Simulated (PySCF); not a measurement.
OZn, SMILES [O]=[Zn].

Geometry optimised at PBE0-D3(BJ)/def2-TZVPD.

Calculation: TDDFT-B3LYP/def2-TZVPD (PySCF 2.14.0).

Vertical excitations; the highest root listed may be one member of a degenerate set. Isolated molecule, no solvent. State labels are in the subgroup C2v.

Computed excitation energies, oscillator strengths and character:
| state | symmetry | energy (eV) | λ (nm) | f | main pairs |
|---|---|---|---|---|---|
| S1 | B1 | 0.78 | 1598 | 0.002 | HOMO−1→LUMO (degenerate set) |
| S2 | B2 | 0.78 | 1598 | 0.002 | HOMO→LUMO (degenerate set) |
| S3 | A1 | 3.71 | 334 | 0.098 | HOMO−2→LUMO 80 % |
| S4 | A2 | 4.99 | 248 | 0.000 | HOMO→LUMO+1 49 %, HOMO−1→LUMO+2 49 % |
| S5 | A2 | 5.08 | 244 | 0.000 | HOMO−1→LUMO+2, HOMO→LUMO+1 (degenerate set) |
| S6 | A1 | 5.08 | 244 | 0.000 | HOMO→LUMO+2, HOMO−1→LUMO+1 (degenerate set) |
| S7 | B1 | 6.45 | 192 | 0.004 | HOMO−1→LUMO+3 (degenerate set) |
| S8 | B2 | 6.45 | 192 | 0.004 | HOMO→LUMO+3 (degenerate set) |
| S9 | A1 | 6.46 | 192 | 0.246 | HOMO→LUMO+2 36 %, HOMO−1→LUMO+1 36 %, HOMO−2→LUMO 15 %, HOMO−3→LUMO 6 % |
| S10 | B1 | 7.03 | 176 | 0.199 | HOMO−2→LUMO+1 94 % |
| T1 | B2 | 0.15 | 8255 | 0 | HOMO→LUMO (degenerate set) |
| T2 | B1 | 0.15 | 8255 | 0 | HOMO−1→LUMO (degenerate set) |
| T3 | A1 | 1.47 | 846 | 0 | HOMO−2→LUMO 98 % |
| T4 | A1 | 4.62 | 269 | 0 | HOMO−1→LUMO+1 48 %, HOMO→LUMO+2 48 % |
Triplets are in the Tamm–Dancoff approximation, which puts them higher than full response would, so one can lie above its singlet here.
